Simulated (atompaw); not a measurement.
**How hard is this Bi (Z = 83) PAW (atompaw) potential?**

atompaw 4.2.0.5 input, output lines left out:

```
Bi 83
GGA-PBE scalarrelativistic loggrid 2001 logderivrange -3 5 201
6 6 5 4 0 0
6 0 1
6 1 4
0 0 0
c
c
c
c
c
v
c
c
c
c
v
c
c
c
c
1
2.60 2.00 2.35 2.50
y
1.35
n
y
4.25
n
custom polynom vanderbiltortho besselshape
2 0 ultrasoft
1.70
2.60
2.60
2.60
```

The pseudo-atom Hamiltonian at the reference potential is diagonalised in spherical Bessel functions j_l(qr) that vanish at 20 bohr, with q² up to the cutoff. All-electron valence levels (Ry): 6s -1.1393, 6p -0.3853.

**Question.** How do the lowest levels (Ry) of each channel move with the cutoff, and are there ghosts?

**Answer.**

```json
{"cutoff (Ry)": "8", "s #1": "-1.0067", "s #2": "-0.0491", "p #1": "-0.3848", "p #2": "0.0214", "d #1": "0.0483", "f #1": "0.1087", "f #2": "0.2267", "Σ f·Δε (mRy)": "135.0"}
{"cutoff (Ry)": "12", "s #1": "-1.0734", "s #2": "-0.0508", "p #1": "-0.3853", "p #2": "0.0214", "d #1": "0.0481", "f #1": "0.1087", "f #2": "0.2267", "Σ f·Δε (mRy)": "66.1"}
{"cutoff (Ry)": "18", "s #1": "-1.1358", "s #2": "-0.0522", "p #1": "-0.3853", "p #2": "0.0214", "d #1": "0.0481", "f #1": "0.1087", "f #2": "0.2267", "Σ f·Δε (mRy)": "3.6"}
{"cutoff (Ry)": "25", "s #1": "-1.1375", "s #2": "-0.0522", "p #1": "-0.3854", "p #2": "0.0214", "d #1": "0.0481", "f #1": "0.1087", "f #2": "0.2267", "Σ f·Δε (mRy)": "1.8"}
{"cutoff (Ry)": "35", "s #1": "-1.1388", "s #2": "-0.0522", "p #1": "-0.3854", "p #2": "0.0214", "d #1": "0.0481", "f #1": "0.1087", "f #2": "0.2267", "Σ f·Δε (mRy)": "0.4"}
{"cutoff (Ry)": "45", "s #1": "-1.1392", "s #2": "-0.0522", "p #1": "-0.3854", "p #2": "0.0214", "d #1": "0.0480", "f #1": "0.1087", "f #2": "0.2267", "Σ f·Δε (mRy)": "0.1"}
{"cutoff (Ry)": "400", "s #1": "-1.1393", "s #2": "-0.0522", "p #1": "-0.3854", "p #2": "0.0214", "d #1": "0.0480", "f #1": "0.1087", "f #2": "0.2267", "Σ f·Δε (mRy)": "0.0"}
```

Result: no extra level below or beside the all-electron valence levels (s, p, d, f tested); 10 mRy is reached at 18 Ry and 1 mRy at 35 Ry.
